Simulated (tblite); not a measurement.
A geometry optimisation, step by step.

Compound: C5H10F2O2.
Atom-mapped SMILES: `[CH3:1][O:2][CH2:3][O:4][C@@H:5]([CH3:6])[CH:7]([F:8])[F:9]` (hydrogens: H10, H11, H12 on C1; H13, H14 on C3; H15 on C5; H16, H17, H18 on C6; H19 on C7)

Computed with GFN2-xTB (tblite), gas phase: L-BFGS steps from a force-field or distance-geometry start until the largest atomic force falls under 0.01 eV/Å. 4 of its 89 geometries are shown.

Step 0: E = -908.7916 eV, largest atomic force 1.316 eV/Å
```
atom  x, y, z in Å  |  force x, y, z in eV/Å
C1     -2.545   -0.042   -1.018   -0.547  -0.005  -0.174
O2     -1.630   -1.052   -0.677    0.590  -0.079   1.174
C3     -1.138   -0.908    0.667   -0.415   0.618  -0.940
O4     -0.321    0.253    0.800    0.065  -1.203  -0.064
C5      0.947    0.110    0.148   -0.506   1.000  -0.378
C6      1.403    1.529   -0.185    0.266   0.501   0.234
C7      1.982   -0.584    1.025   -0.061  -0.317   0.108
F8      3.217   -0.529    0.460   -0.284  -0.004   0.140
F9      1.686   -1.911    1.149    0.221   0.178   0.053
H10    -2.085    0.946   -0.980    0.030   0.093   0.094
H11    -2.897   -0.225   -2.041    0.247  -0.111   0.224
H12    -3.425   -0.068   -0.350    0.250   0.064  -0.085
H13    -0.611   -1.811    0.955    0.215  -0.258  -0.348
H14    -1.989   -0.811    1.351    0.010   0.402   0.049
H15     0.827   -0.429   -0.799   -0.054  -0.281   0.098
H16     2.356    1.531   -0.713   -0.088  -0.111   0.003
H17     0.660    2.046   -0.793    0.036  -0.235   0.014
H18     1.524    2.117    0.731   -0.038  -0.206  -0.110
H19     2.030   -0.154    2.039    0.063  -0.047  -0.092
```

Step 29: E = -908.9278 eV, largest atomic force 0.027 eV/Å
```
atom  x, y, z in Å  |  force x, y, z in eV/Å
C1     -2.548   -0.022   -1.020    0.003   0.001   0.007
O2     -1.633   -1.031   -0.639   -0.003  -0.019  -0.015
C3     -1.158   -0.911    0.660   -0.001   0.001  -0.014
O4     -0.294    0.183    0.842    0.000  -0.004   0.027
C5      0.934    0.113    0.138   -0.004  -0.004   0.011
C6      1.390    1.532   -0.183   -0.007   0.003  -0.005
C7      1.992   -0.575    1.018    0.005  -0.006   0.005
F8      3.220   -0.485    0.452    0.004  -0.007   0.002
F9      1.748   -1.901    1.155   -0.013   0.000  -0.006
H10    -2.091    0.970   -0.963    0.004   0.009  -0.002
H11    -2.835   -0.242   -2.046    0.020   0.012   0.006
H12    -3.435   -0.043   -0.377    0.000  -0.002   0.011
H13    -0.659   -1.862    0.881   -0.004   0.000   0.007
H14    -1.973   -0.735    1.377    0.005  -0.005  -0.004
H15     0.806   -0.474   -0.781    0.006  -0.002  -0.003
H16     2.345    1.513   -0.699    0.001   0.003  -0.006
H17     0.650    2.018   -0.811   -0.010   0.006  -0.019
H18     1.488    2.099    0.740   -0.002   0.006   0.000
H19     2.041   -0.136    2.025   -0.004   0.006   0.000
```

Step 59: E = -908.9310 eV, largest atomic force 0.027 eV/Å
```
atom  x, y, z in Å  |  force x, y, z in eV/Å
C1     -2.501    0.024   -1.007    0.002   0.000  -0.002
O2     -1.622   -1.023   -0.641   -0.018  -0.001   0.020
C3     -1.161   -0.941    0.666    0.003  -0.005   0.001
O4     -0.293    0.144    0.879   -0.006  -0.006   0.005
C5      0.922    0.092    0.150   -0.012   0.010  -0.003
C6      1.337    1.513   -0.213    0.007   0.004   0.002
C7      2.003   -0.564    1.024    0.003   0.002  -0.003
F8      3.221   -0.478    0.438    0.011  -0.003  -0.006
F9      1.766   -1.888    1.188    0.001  -0.004   0.010
H10    -2.026    1.001   -0.878   -0.005  -0.006   0.001
H11    -2.742   -0.136   -2.055   -0.006   0.009  -0.003
H12    -3.415   -0.011   -0.405    0.012  -0.004  -0.002
H13    -0.668   -1.899    0.870   -0.011   0.000  -0.003
H14    -1.982   -0.778    1.381    0.013  -0.001  -0.020
H15     0.789   -0.517   -0.754    0.005   0.004  -0.003
H16     2.303    1.508   -0.709    0.002  -0.003  -0.007
H17     0.598    1.952   -0.877    0.006  -0.009   0.011
H18     1.396    2.115    0.690   -0.003   0.006  -0.002
H19     2.065   -0.106    2.023   -0.003   0.007   0.004
```

Step 88: E = -908.9318 eV, largest atomic force 0.010 eV/Å
```
atom  x, y, z in Å  |  force x, y, z in eV/Å
C1     -2.503    0.044   -1.001   -0.002   0.002   0.000
O2     -1.627   -1.013   -0.662    0.000   0.004  -0.003
C3     -1.160   -0.960    0.645   -0.002   0.000  -0.002
O4     -0.292    0.121    0.880    0.000  -0.003   0.001
C5      0.927    0.081    0.155   -0.001  -0.001   0.000
C6      1.327    1.504   -0.221    0.001  -0.005   0.002
C7      2.014   -0.550    1.041   -0.003   0.004   0.001
F8      3.222   -0.504    0.431   -0.004   0.003   0.001
F9      1.763   -1.863    1.268    0.000   0.004  -0.003
H10    -2.027    1.016   -0.846   -0.004  -0.001   0.000
H11    -2.747   -0.085   -2.053    0.004  -0.002   0.004
H12    -3.418   -0.006   -0.400    0.001   0.001   0.002
H13    -0.668   -1.923    0.826    0.002   0.001   0.001
H14    -1.979   -0.811    1.364   -0.001  -0.001   0.001
H15     0.807   -0.539   -0.744    0.004   0.006  -0.007
H16     2.289    1.503   -0.725   -0.002  -0.005  -0.001
H17     0.578    1.931   -0.881    0.008  -0.004   0.001
H18     1.389    2.114    0.677   -0.005  -0.002  -0.003
H19     2.096   -0.050    2.017    0.003   0.000   0.004
```

**Question.** Summarise the path.

**Answer.** The energy falls by 13.53 kJ/mol from step 0 to step 88; nine tenths of that is first reached at step 6. It falls at every step. The largest force goes from 1.316 to 0.010 eV/Å. Among the bonds O2–C3 changes most, from 1.438 to 1.389 Å; the atoms move by 0.119 Å rms after alignment.

The cost below is that of the whole relaxation. Time: 0.87 s wall. Hardware: one thread of an Arm Neoverse N1, no GPU, shared host.
